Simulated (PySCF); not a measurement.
Two species compared at the same levels of theory.

First species: C7H11N3.
SMILES: `C(c1cnnn1C1CC1)C`

Second species: CH7F3NPSi2.
Z-matrix (Å and degrees, GFN2-xTB geometry), rows numbered from 1:
```
N 
Si  1  1.7257
Si  2  2.3341  1  109.41
P   2  2.2631  1  113.17  3  -142.04
C   2  1.9516  1   98.47  3   112.67
F   5  1.3516  2  112.27  1   167.10
F   5  1.3503  2  112.73  1   -73.66
F   5  1.3472  2  113.40  1    46.79
H   1  1.0096  2  120.10  3  -149.87
H   1  1.0065  2  120.41  3    67.22
H   3  1.4671  2  108.27  1   -63.06
H   3  1.4610  2  113.48  1    57.43
H   3  1.4662  2  110.69  1   179.82
H   4  1.3865  2   95.24  1  -173.03
H   4  1.3875  2   94.34  1    93.78
```

Levels: PBE0/pcSseg-1 for dipole moment, HOMO energy, LUMO energy and HOMO–LUMO gap; GFN2-xTB for rotational constant A and rotational constant C. Geometries: GFN2-xTB. Each structure is a single optimised conformer of the isolated species, non-relativistic unless stated; the electronic structure was computed with PySCF and density fitting.

Dipoles, sizes and rotational constants follow the conformer. The torsions of the flexible species, by atom-mapped SMILES:
- `[CH3:1][CH2:2][c:3]1[cH:4][n:5][n:6][n:7]1[CH:8]1[CH2:9][CH2:10]1`: C1–C2–C3–C4 -101°, N6–N7–C8–C9 45°
- `[NH2:1][Si@:2]([SiH3:3])([PH2:4])[C:5]([F:6])([F:7])[F:8]`: N1–Si2–C5–F6 167°, H–N1–Si2–Si3 -150°, H–N1–Si2–Si3 67°, H–P4–Si2–N1 -173°, H–P4–Si2–N1 94°

(1) Which has the higher rotational constant C?

(2) Which has the higher HOMO–LUMO gap?

(3) Which of the two has the higher dipole moment, and by how much?

(4) Which of the two has the higher rotational constant A, and by how much?

(5) Which of the two has the higher HOMO energy, and by how much?

(6) Which has the higher LUMO energy?

Answers

(1) The first: 0.841 GHz against 0.763 GHz, a difference of 0.078 GHz.

(2) The first: 7.23 eV against 6.65 eV, a difference of 0.58 eV.

(3) The first: 4.92 D against 3.16 D, a difference of 1.76 D.

(4) The first: 1.857 GHz against 1.139 GHz, a difference of 0.718 GHz.

(5) The first: -7.12 eV against -7.34 eV, a difference of 0.22 eV.

(6) The first: 0.11 eV against -0.69 eV, a difference of 0.80 eV.

On the first: In atomic units the dipole is 1.93 e·bohr (1 au = 2.5417 D).

On the second: In atomic units the dipole is 1.24 e·bohr (1 au = 2.5417 D).
